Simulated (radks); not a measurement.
Li, 3 electrons, occupied as [He] 2s1.

Calculated with a radial shooting solver on a logarithmic mesh with Libxc functionals: non-relativistic Kohn-Sham, PBE, spin-polarised, spherical densities, point nucleus; open shells are filled with parallel spins first.

Energy parts (eV):
| part | energy |
|---|---|
| total | -203.056 |
| kinetic | 201.794 |
| electron-nucleus | -466.048 |
| Hartree | 110.241 |
| exchange-correlation | -49.043 |

Orbitals (lengths in bohr, moments of r in powers of bohr; <r^-3> diverges for s and p1/2; r(max) is where P^2 peaks):
orbital  occ.  eigenvalue (eV)   <1/r>     <r>  <r^-3>  r(max)
1s up       1         -51.7368   2.673  0.5819       -  0.3610
1s down     1         -51.5107   2.673  0.5816       -  0.3613
2s up       1          -3.2278  0.3625   3.790       -   3.065

The highest occupied level is 2s up at -3.228 eV. Virial ratio -V/T = 2.00625. The density falls to 0.001 e/bohr^3 at r = 4.16 bohr. Spin moment in Bohr magnetons: 1. The spin density at the nucleus is 0.2220 e/bohr^3 (1s 0.0027, 2s 0.2193), a Fermi contact field of 11.6 T. The electron density at the nucleus is 14.01 e/bohr^3.
